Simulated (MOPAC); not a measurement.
MOPAC input (PM7):

```
PM7 1SCF CHARGE=1 GEO-OK AUX(PRECISION=9) THREADS=1
CH2Cl

C    -1.04111583 1    0.00436008 1   -0.00589786 1
Cl    0.55265444 1   -0.00231446 1    0.00313075 1
H    -1.57008623 1    0.95646317 1   -0.03558607 1
H    -1.57834429 1   -0.94327789 1    0.01775039 1
```

From the last part of the output:

```
                                                       MOPAC v23.2.5 Linux

          FINAL HEAT OF FORMATION =        232.64685 KCAL/MOL =     973.39443 KJ/MOL

          COSMO AREA              =         73.85 SQUARE ANGSTROMS
          COSMO VOLUME            =         56.15 CUBIC ANGSTROMS

          IONIZATION POTENTIAL    =         18.043812 EV
          HOMO LUMO ENERGIES (EV) =        -18.044 -8.722
          NO. OF FILLED LEVELS    =          6
          MOLECULAR WEIGHT        =         49.4798         POINT GROUP:  C2v

          MOLECULAR DIMENSIONS (Angstroms)

            Atom       Atom       Distance
            H     4   Cl     2     2.32955
            H     3   Cl     2     1.73520
            C     1    H     4     0.00000

          SCF CALCULATIONS        =          1

   ATOM   CHEMICAL          X               Y               Z
  NUMBER   SYMBOL      (ANGSTROMS)     (ANGSTROMS)     (ANGSTROMS)

     1       C         -1.04111583  *   0.00436008  *  -0.00589786  *
     2      Cl          0.55265444  *  -0.00231446  *   0.00313075  *
     3       H         -1.57008623  *   0.95646317  *  -0.03558607  *
     4       H         -1.57834429  *  -0.94327789  *   0.01775039  *

                             CARTESIAN COORDINATES

   1    C       -1.041115830     0.004360080    -0.005897860
   2   Cl        0.552654440    -0.002314460     0.003130750
   3    H       -1.570086230     0.956463170    -0.035586070
   4    H       -1.578344290    -0.943277890     0.017750390

           Empirical Formula: C H2 Cl  =     4 atoms

      MOLECULAR POINT GROUP   :   C2v

                  EIGENVALUES
 -35.18908 -28.89954 -23.15456 -22.13101 -19.50451 -18.04381  -8.72205  -6.12068
  -2.17293  -1.94483  56.75594  56.88446  57.07406  57.83060  57.84395

              NET ATOMIC CHARGES AND DIPOLE CONTRIBUTIONS

  ATOM NO.   TYPE          CHARGE      No. of ELECS.   s-Pop       p-Pop       d-Pop
    1          C           0.066851        3.9331     1.25325     2.67990
    2         Cl           0.488828        6.5112     1.98180     4.52369     0.00568
    3          H           0.222160        0.7778     0.77784
    4          H           0.222160        0.7778     0.77784
 DIPOLE           X         Y         Z       TOTAL
 POINT-CHG.    -2.776     0.012    -0.016     2.776
 HYBRID        -0.131     0.001    -0.001     0.131
 SUM           -2.907     0.012    -0.016     2.907

          ATOMIC ORBITAL ELECTRON POPULATIONS

     Atom    s        px        py        pz      x^2-y^2     xz        z^2       yz        xy
    1  C   1.25325   1.00540   1.19992   0.47458
    2 Cl   1.98180   1.00657   1.99146   1.52566   0.00271   0.00070   0.00099   0.00000   0.00127
    3  H   0.77784
    4  H   0.77784

 **********************
 *                    *
 * JOB ENDED NORMALLY *
 *                    *
 **********************

 == MOPAC DONE ==
```

The dipole moment of an ion depends on the origin.
